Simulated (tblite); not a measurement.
Compound: C7H7OSi (doublet state).
Structure used (GFN2-xTB), in Å, numbered top down from 1:
```xyz
16
C7H7OSi angstrom
O     -2.412   -1.486    1.888
C     -2.403   -0.553    1.119
C     -1.237   -0.060    0.388
C     -1.349    1.033   -0.484
C     -0.228    1.474   -1.168
C      0.992    0.854   -0.994
C      1.136   -0.244   -0.118
Si     2.751   -1.078    0.139
C     -0.008   -0.681    0.560
H     -3.332    0.017    0.911
H     -2.303    1.520   -0.617
H     -0.310    2.312   -1.845
H      1.855    1.212   -1.537
H      2.862   -2.191    1.056
H      3.934   -0.599   -0.549
H      0.044   -1.521    1.240
```

Level: GFN2-xTB in tblite, geometry and Hessian alike; calculated harmonic values, unscaled, isolated species. Errors from tens to a few hundred cm⁻¹ against measured bands are possible. Modes of hydrogen on silicon can be 10 to 20 % off. One conformer, not necessarily the lowest. Open shells enter through the occupations alone, without spin polarisation, and single modes of such species can be off by tens of per cent.

Harmonic wavenumbers (cm⁻¹): 101.8, 134.3, 138.2, 147.0, 192.9, 210.1, 249.8, 384.0, 402.7, 444.5, 453.0, 477.1, 624.4, 637.2, 679.8, 734.5, 750.4, 853.9, 881.4, 916.7, 923.7, 926.7, 981.9, 1121.3, 1131.4, 1189.7, 1220.1, 1257.0, 1331.5, 1366.2, 1415.6, 1434.8, 1509.7, 1547.9, 1718.2, 2390.6, 2421.2, 2739.4, 3064.2, 3069.6, 3075.0, 3087.0.

A = 2282, B = 982.4, C = 686.8 MHz; mass 135.027 u (most abundant isotopes); point group Cs, symmetry number 1; spin multiplicity 2.

**Question.** What is the zero-point energy?

**Answer.** ½Σν̃ = 24168 cm⁻¹ = 289.11 kJ/mol.

**Question.** Entropy at 200 K, 1 bar (ideal gas, RRHO, classical rotation)?

**Answer.** Translation 161.74, rotation 119.39, vibration 63.87, spin (R ln 2) 5.76: S = 350.8 J/(mol K).

**Question.** And Cp and H(200 K) − H(0)?

**Answer.** Cp = 115.70 J/(mol K), of which vibrations give 82.44 (their classical limit is 42 R = 349.2); H(200 K) − H(0) = 14.39 kJ/mol without the zero-point energy, 7.74 from vibrations.

**Question.** How do the functions run with temperature in this model?

**Answer.** 
```json
{"T (K)": "50", "S (J/(mol K))": "245.3", "Cp (J/(mol K))": "47.1", "H − H(0) (kJ/mol)": "1.84", "G − H(0) (kJ/mol)": "-10.42", "ln q(vib)": "0.12"}
{"T (K)": "100", "S (J/(mol K))": "286.6", "Cp (J/(mol K))": "73.6", "H − H(0) (kJ/mol)": "4.89", "G − H(0) (kJ/mol)": "-23.76", "ln q(vib)": "0.85"}
{"T (K)": "298.15", "S (J/(mol K))": "404.3", "Cp (J/(mol K))": "154.8", "H − H(0) (kJ/mol)": "27.69", "G − H(0) (kJ/mol)": "-92.86", "ln q(vib)": "5.36"}
{"T (K)": "373.15", "S (J/(mol K))": "442.0", "Cp (J/(mol K))": "182.0", "H − H(0) (kJ/mol)": "40.33", "G − H(0) (kJ/mol)": "-124.61", "ln q(vib)": "7.16"}
{"T (K)": "500", "S (J/(mol K))": "500.9", "Cp (J/(mol K))": "220.3", "H − H(0) (kJ/mol)": "65.95", "G − H(0) (kJ/mol)": "-184.48", "ln q(vib)": "10.21"}
{"T (K)": "750", "S (J/(mol K))": "600.8", "Cp (J/(mol K))": "271.7", "H − H(0) (kJ/mol)": "127.99", "G − H(0) (kJ/mol)": "-322.59", "ln q(vib)": "15.94"}
{"T (K)": "1000", "S (J/(mol K))": "683.6", "Cp (J/(mol K))": "303.6", "H − H(0) (kJ/mol)": "200.20", "G − H(0) (kJ/mol)": "-483.44", "ln q(vib)": "21.20"}
```

q(vib) and H(0) count from the zero-point level.

**Question.** Blend soft modes into free rotors: weight 1/[1 + (100 cm⁻¹/ν̃)⁴] for the oscillator and the rest for a rotor with moment μB/(μ + B), μ = h/(8π²ν), B = 10⁻⁴⁴ kg m². What vibrational entropy results?

**Answer.** 63.87 J/(mol K) in place of 63.87, which changes −T·S at 200 K by 0.00 kJ/mol.

Hindered rotation and anharmonicity are outside this model. Other conformers, if any are populated, would add a mixing term that is left out.
